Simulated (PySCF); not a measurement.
An equivalent PySCF input for Kr⁺ (krypton, charge +1), [Ar] 3d10 4s2 4p5, 2P determinant, with the spin-free X2C one-electron Hamiltonian (Gaussian nucleus):

```python
from pyscf import gto, scf, dft, mp, cc
import basis_set_exchange as bse
mol = gto.M(atom="Kr 0 0 0", charge=1, spin=1, symmetry="D2h",
            basis=gto.basis.parse(bse.get_basis("Sapporo-DKH3-DZP-2012", elements=["Kr"], fmt="nwchem", header=False)),
            nucmod="G")
mf = dft.UKS(mol, xc="LDA,VWN").sfx2c1e()
mf.irrep_nelec = {'Ag': (6, 6), 'B1g': (1, 1), 'B2g': (1, 1), 'B3g': (1, 1), 'B1u': (3, 3), 'B2u': (3, 3), 'B3u': (3, 2)}
mf.kernel()
```

It reaches the same state as the run whose output follows, with an energy that differs only through the grid. The run itself started from symmetry-adapted Hartree-Fock orbitals and held the occupation by maximum overlap, on a logarithmic radial grid, so the iterations belong to that start.

```
SCF conv_tol = 1e-09
number electrons alpha = 18  beta = 17
XC functionals = LDA,VWN
    P. A. M. Dirac.,  Math. Proc. Cambridge Philos. Soc. 26, 376 (1930)
    F. Bloch.,  Z. Phys. 57, 545 (1929)
    S. H. Vosko, L. Wilk, and M. Nusair.,  Can. J. Phys. 58, 1200 (1980)
cycle= 1 E= -2785.55998154536  delta_E= -0.0161  |g|= 0.116  |ddm|= 0.166
cycle= 2 E= -2785.56026083495  delta_E= -0.000279  |g|= 0.0975  |ddm|= 0.044
cycle= 3 E= -2785.56088916482  delta_E= -0.000628  |g|= 0.00633  |ddm|= 0.0194
cycle= 4 E= -2785.56089734345  delta_E= -8.18e-06  |g|= 0.000296  |ddm|= 0.00624
cycle= 5 E= -2785.56089737819  delta_E= -3.47e-08  |g|= 7.79e-06  |ddm|= 0.000432
cycle= 6 E= -2785.5608973782  delta_E= -1.27e-11  |g|= 3.31e-07  |ddm|= 7.34e-06
converged SCF energy = -2785.5608973782  <S^2> = 0.75059331  2S+1 = 2.0005932
```
